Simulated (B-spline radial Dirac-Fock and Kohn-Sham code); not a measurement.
**Photoabsorption cross section of Zn⁶⁺ by shell**

System: zinc as Zn⁶⁺, [Ar] 3d6.

The run's input, task.json:

```json
{"items": [{
  "Z": 30,
  "q": 6,
  "cfg": [[1, 0, 2], [2, 0, 2], [2, 1, 6], [3, 0, 2], [3, 1, 6], [3, 2, 6]],
  "A": 64,
  "rrms": 3.9283,
  "do": ["binding", "quiet", "photo", "scan"],
  "hv": [26.8, 80.1, 93.5, 122.0, 124.0, 139.0, 172.0, 501.0, 590.0, 962.0, 1830.0, 2730.0, 4420.0, 7730.0, 7960.0, 9300.0, 9790.0, 19200.0, 21500.0, 26800.0, 30200.0, 62900.0, 84600.0]
}]}
```

Command: `python xray_run.py task.json out`

Model: a relativistic central-field model (Hartree-Slater potential of the initial state, Latter tail, multipole expansion of the photon field, Dirac-Fock thresholds). Program: a radial B-spline solver.

Computed thresholds (eV): K 9804.2, L1 1346.4, L2 1191.8, L3 1168.4, M1 274.5, M2 222.5, M3 219.1, M4 138.5, M5 138.1.

| photon energy (eV) | total (b) | K (%) | L (%) | M (%) |
| --- | --- | --- | --- | --- |
| 172 | 3.867e+06 | – | – | 100.0 |
| 501 | 800600 | – | – | 100.0 |
| 590 | 567800 | – | – | 100.0 |
| 962 | 191600 | – | – | 100.0 |
| 1830 | 329100 | – | 87.6 | 12.4 |
| 2730 | 117200 | – | 87.4 | 12.6 |
| 4420 | 32250 | – | 87.0 | 13.0 |
| 7730 | 6866 | – | 86.7 | 13.3 |
| 7960 | 6323 | – | 86.7 | 13.3 |
| 9300 | 4078 | – | 86.6 | 13.4 |
| 9790 | 3526 | – | 86.6 | 13.4 |
| 19200 | 4470 | 88.5 | 9.9 | 1.6 |
| 21500 | 3262 | 88.7 | 9.8 | 1.5 |
| 26800 | 1749 | 88.9 | 9.5 | 1.5 |
| 30200 | 1242 | 89.0 | 9.5 | 1.5 |
| 62900 | 143.1 | 89.4 | 9.1 | 1.5 |
| 84600 | 58.48 | 89.5 | 9.1 | 1.5 |

Q: With what power of the photon energy does the total fall between 62900 and 84600 eV?

A: As E^-3.02. The non-relativistic Born limit for an s electron far above threshold is E^-3.5; near threshold and at relativistic energies the fall is slower.

Run: 2.6 s of CPU time on 1 thread of Intel(R) Xeon(R) Platinum 8375C CPU @ 2.90GHz (shared host), peak memory 0.32 GiB.
